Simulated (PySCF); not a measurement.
# Computed records: B$_{2}$GeH$_{5}$O, B$_{2}$GeH$_{5}$, B$_{2}$GeH$_{6}$, B$_{2}$ClGeH$_{4}$

Calculation on a computer-drawn molecule: the log of a Hartree-Fock and frozen-core CCSD(T) single point meant for a local Hartree-Fock minimum, with one planted fault or none, to be diagnosed. Offsets are logged minus clean, where the clean run is the same molecule without the fault. The reference is restricted for singlets and unrestricted otherwise, and also for a bond in bohr or an excited solution. Adding or removing an electron swaps singlet and doublet. The excited solution moves the top pair (singlet) or top alpha electron (doublet) to the lowest empty orbital. Highest occupied and lowest empty are orbital energies over both spins, largest force is the largest gradient component, triples share is (T) over the correlation energy, the T1 limit is 0.02 restricted and 0.045 unrestricted, electrons count all cores, a negative frequency is imaginary (commonest isotopes), and the dipole is about the centre of nuclear charge; on germanium a core potential holds 10 electrons, which the energies leave out, and 3d is frozen in MP2 and coupled-cluster steps. Program: PySCF 2.14.0.

Common to all runs: meant basis and core potential on germanium cc-pVDZ-PP ECP10MDF; logged SCF converged yes; possible faults no fault, one electron removed, one electron added, multiplicity raised by two, geometry at a saddle point, SCF held on an excited solution, minimal basis STO-3G, one bond length entered in bohr, all coordinates scaled.

(1) B$_{2}$GeH$_{5}$O

Logged structure:
```xyz
9
B2GeH5O
B      1.4735     0.8455     1.5633
B     -0.1714     0.6458     1.2626
Ge    -1.0426     1.0333    -0.5921
O     -0.9838    -0.2843    -1.6817
H      1.8858     1.8993     1.9498
H      2.2216    -0.0700     1.3893
H     -0.9835     0.2729     2.0548
H     -1.7322     2.2630    -1.1560
H     -1.3709    -0.2393    -2.5509
```

| Quantity | Value |
| --- | --- |
| meant charge | 1 |
| meant multiplicity | 1 |
| meant basis | cc-pVDZ |
| logged electrons | 53 |
| logged basis functions | 90 |
| logged spin squared | 0.7659 |
| logged highest occupied | -23.715 eV |
| logged lowest empty | -14.075 eV |
| logged largest force | 0.089814 hartree/bohr |
| logged T1 diagnostic | 0.027668 |
| logged D1 diagnostic | 0.11016 |
| logged triples share | 0.029223 |
| logged CC converged | yes |
| logged dipole magnitude | 7.3746 debye |
| logged SCF stable within its kind | yes |
| logged energy HF | -419.6596 hartree |
| logged energy CCSD(T) | -420.11686 hartree |
| planted fault | one electron removed |
| HF energy offset from clean run | 355.4 kcal/mol |
| CCSD(T) energy offset from clean run | 367.9 kcal/mol |

Drawn bonds:
```csv
atom,other atom,order
1,2,1
2,3,1
3,4,1
1,5,1
1,6,1
2,7,1
3,8,1
4,9,1
```

(2) B$_{2}$GeH$_{5}$

Logged structure:
```xyz
8
B2GeH5
B     -1.0414     1.8701    -1.7753
B      0.0186     2.3043    -0.5393
Ge     1.5917     1.1416     0.1352
H     -2.0447     1.2742    -1.5158
H     -0.7886     2.1665    -2.9055
H     -0.0509     3.3381     0.0606
H      2.9949     1.2272    -0.4381
H      1.4587     0.1377     1.2664
```

| Quantity | Value |
| --- | --- |
| meant charge | 1 |
| meant multiplicity | 1 |
| meant basis | cc-pVDZ |
| logged electrons | 46 |
| logged basis functions | 76 |
| logged spin squared | 2.0342 |
| logged highest occupied | -13.209 eV |
| logged lowest empty | -8.4989 eV |
| logged largest force | 0.053862 hartree/bohr |
| logged T1 diagnostic | 0.022468 |
| logged D1 diagnostic | 0.072004 |
| logged triples share | 0.028454 |
| logged CC converged | yes |
| logged dipole magnitude | 3.8832 debye |
| logged SCF stable within its kind | yes |
| logged energy HF | -345.19926 hartree |
| logged energy CCSD(T) | -345.48112 hartree |
| planted fault | multiplicity raised by two |
| HF energy offset from clean run | 77.69 kcal/mol |
| CCSD(T) energy offset from clean run | 81.12 kcal/mol |

Drawn bonds:
```csv
atom,other atom,order
1,2,1
2,3,1
1,4,1
1,5,1
2,6,1
3,7,1
3,8,1
```

(3) B$_{2}$GeH$_{5}$

Logged structure:
```xyz
8
B2GeH5
B     -1.0414     1.8701    -1.7753
B      0.9617     2.6907     0.5604
Ge     2.5348     1.5279     1.2348
H     -2.0447     1.2742    -1.5158
H     -0.7886     2.1665    -2.9055
H      0.8922     3.7245     1.1603
H      3.9380     1.6135     0.6616
H      2.4018     0.5241     2.3660
```

| Quantity | Value |
| --- | --- |
| meant charge | 1 |
| meant multiplicity | 1 |
| meant basis | cc-pVDZ |
| logged electrons | 46 |
| logged basis functions | 76 |
| logged spin squared | 0.7658 |
| logged highest occupied | -13.344 eV |
| logged lowest empty | -5.6237 eV |
| logged largest force | 0.010812 hartree/bohr |
| logged T1 diagnostic | 0.070059 |
| logged D1 diagnostic | 0.31219 |
| logged triples share | 0.033967 |
| logged CC converged | yes |
| logged dipole magnitude | 0.45885 debye |
| logged SCF stable within its kind | yes |
| logged energy HF | -345.19847 hartree |
| logged energy CCSD(T) | -345.47765 hartree |
| planted fault | one bond length entered in bohr, row 1 of the drawn bonds |
| HF energy offset from clean run | 78.18 kcal/mol |
| CCSD(T) energy offset from clean run | 83.29 kcal/mol |

Drawn bonds:
```csv
atom,other atom,order
1,2,1
2,3,1
1,4,1
1,5,1
2,6,1
3,7,1
3,8,1
```

Notes: T1 above single-reference limit.

(4) B$_{2}$GeH$_{6}$

Logged structure:
```xyz
9
B2GeH6
B      1.7497     0.7591    -0.6869
B      1.4435     2.3221    -0.8995
Ge     0.5785     3.4620     0.5265
H      0.9655    -0.0521    -0.9513
H      2.7515     0.3963    -0.2308
H      1.7022     2.8740    -1.8837
H      1.4635     4.5984     0.8640
H     -0.6960     4.0123     0.0147
H      0.2832     2.7337     1.7793
```

| Property | Result |
| --- | --- |
| meant charge | 0 |
| meant multiplicity | 1 |
| meant basis | cc-pVDZ |
| logged electrons | 48 |
| logged basis functions | 81 |
| logged spin squared | 0 |
| logged highest occupied | -10.745 eV |
| logged lowest empty | 1.7496 eV |
| logged largest force | 0.020965 hartree/bohr |
| logged T1 diagnostic | 0.013477 |
| logged D1 diagnostic | 0.033101 |
| logged triples share | 0.023739 |
| logged CC converged | yes |
| logged dipole magnitude | 0.5495 debye |
| logged SCF stable within its kind | yes |
| logged energy HF | -346.16656 hartree |
| logged energy CCSD(T) | -346.49195 hartree |
| planted fault | all coordinates scaled, by -3.7 % |
| HF energy offset from clean run | 6.032 kcal/mol |
| CCSD(T) energy offset from clean run | 7.147 kcal/mol |

Drawn bonds:
```csv
atom,other atom,order
1,2,1
2,3,1
1,4,1
1,5,1
2,6,1
3,7,1
3,8,1
3,9,1
```

(5) B$_{2}$GeH$_{6}$

Logged structure:
```xyz
9
B2GeH6
B      1.8170     0.7883    -0.7133
B      1.4989     2.4113    -0.9341
Ge     0.6007     3.5950     0.5467
H      1.0026    -0.0541    -0.9878
H      2.8572     0.4115    -0.2396
H      1.7676     2.9845    -1.9561
H      1.5197     4.7751     0.8972
H     -0.7228     4.1664     0.0153
H      0.2941     2.8387     1.8477
```

| Item | Value |
| --- | --- |
| meant charge | 0 |
| meant multiplicity | 1 |
| meant basis | cc-pVDZ |
| logged electrons | 48 |
| logged basis functions | 81 |
| logged spin squared | 0 |
| logged highest occupied | -5.2425 eV |
| logged lowest empty | -3.3242 eV |
| logged largest force | 0.076428 hartree/bohr |
| logged CC converged | no |
| logged dipole magnitude | 2.7861 debye |
| logged SCF stable within its kind | no |
| logged energy HF | -345.79593 hartree |
| planted fault | SCF held on an excited solution |
| HF energy offset from clean run | 238.6 kcal/mol |

Drawn bonds:
```csv
atom,other atom,order
1,2,1
2,3,1
1,4,1
1,5,1
2,6,1
3,7,1
3,8,1
3,9,1
```

Notes: CCSD not converged.

(6) B$_{2}$ClGeH$_{4}$

Logged structure:
```xyz
8
B2ClGeH4
B     -1.6926    -0.1783     0.0000
B     -0.2487     0.7614     0.0000
Ge     1.4357    -0.2814     0.0000
Cl     3.4196     0.5821     0.0000
H     -2.7800     0.3333     0.0000
H     -1.6668    -1.3830     0.0000
H     -0.1411     1.9520     0.0000
H      1.6740    -1.7861     0.0000
```

| Item | Value |
| --- | --- |
| meant charge | 0 |
| meant multiplicity | 2 |
| meant basis | cc-pV(D+d)Z |
| logged electrons | 63 |
| logged basis functions | 94 |
| logged spin squared | 0.7572 |
| logged highest occupied | -8.4445 eV |
| logged lowest empty | -0.39743 eV |
| logged largest force | 5.973e-05 hartree/bohr |
| logged lowest frequency | -209.79 cm⁻¹ |
| logged T1 diagnostic | 0.018544 |
| logged D1 diagnostic | 0.090416 |
| logged triples share | 0.028437 |
| logged CC converged | yes |
| logged dipole magnitude | 1.474 debye |
| logged SCF stable within its kind | yes |
| logged energy HF | -804.54357 hartree |
| logged energy CCSD(T) | -804.99153 hartree |
| planted fault | geometry at a saddle point |
| HF energy offset from clean run | 6.899 kcal/mol |
| CCSD(T) energy offset from clean run | 2.394 kcal/mol |

Drawn bonds:
```csv
atom,other atom,order
1,2,1
2,3,1
3,4,1
1,5,1
1,6,1
2,7,1
3,8,1
```
